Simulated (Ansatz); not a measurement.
Coupled-cluster run, `O=C=[N][GeH]([Cl])[Cl]`.

```yaml
crystal:
  periodic: [false, false, false]
  atoms:
    - {symbol: O, position_ang: [-0.836960, -2.804820, -0.150812]}
    - {symbol: C, position_ang: [-0.201622, -1.835047, -0.136901]}
    - {symbol: N, position_ang: [0.530950, -0.876316, -0.134193]}
    - {symbol: Ge, position_ang: [0.349666, 0.916527, 0.035055]}
    - {symbol: Cl, position_ang: [-0.929174, 1.625409, -1.514308]}
    - {symbol: Cl, position_ang: [-0.572110, 1.338372, 1.908791]}
    - {symbol: H, position_ang: [1.720550, 1.567775, -0.053333]}
basis:
  gaussian: {orbitals: def2-SVP}
correlation: {method: ccsd_t}
```

```sh
$ ansatz run in.yaml --threads 4 --pin off --events-out ev --progress --plain --max-ram 10444MiB
```

Log, shortened:

```
Functional definition: HF
  name "HF"
  cite "Fock, Z. Phys. 61, 126 (1930) doi:10.1007/BF01340294"
  parent pbe
  exchange = exact_x
  correlation = 0
1097 factors; integrals over basis functions are off by at most 1.3e-3 eV
mean field evaluation 1: about -86027.5080 eV, gradient 3.8e1 eV
mean field evaluation 2: about -86027.5845 eV, gradient 3.8e1 eV
mean field evaluation 4: about -86030.7007 eV, gradient 3.5e0 eV
mean field evaluation 8: about -86030.7404 eV, gradient 3.9e-1 eV
mean field -86030.74096852 eV, -3161.5714168625 hartree, gradient 1.1e-6 eV, S^2 0.000000; 0 other end points of the search recorded, 0 dependent functions left out
22 core orbitals not correlated: weight in the atoms' cores, before any rotation towards them, 1.000 or more for the frozen orbitals, at most 0.000 for the correlated occupied ones
reference -86030.74096852 eV, -3161.5714168625 hartree; 22, 22 occupied and 71, 71 virtual orbitals, 1097 factors
second order -25.56533815 eV of doubles, -0.00000000 eV of singles
cycle   1  -25.18937530 eV  change    3.8e-1 eV  update   1.4e-1
cycle   2  -25.91461753 eV  change   -7.3e-1 eV  update   4.3e-2
cycle   3  -26.07432212 eV  change   -1.6e-1 eV  update   2.0e-2
cycle   4  -26.06273217 eV  change    1.2e-2 eV  update   4.1e-3
cycle   5  -26.06027362 eV  change    2.5e-3 eV  update   1.5e-3
cycle   6  -26.06077122 eV  change   -5.0e-4 eV  update   4.6e-4
cycle   7  -26.06059706 eV  change    1.7e-4 eV  update   1.4e-4
cycle   8  -26.06055454 eV  change    4.3e-5 eV  update   4.4e-5
perturbative correction -0.87088481 eV, -0.0320044265 hartree
Total energy: -86057.67240788 eV, -3162.5611290040 hartree
```

Run time 7 s (4 threads of an AMD EPYC 7B13 on a shared host); peak host memory 0.57 GiB.

Correlation energy per correlated electron: -0.612 eV. T1 diagnostic: 0.0134.
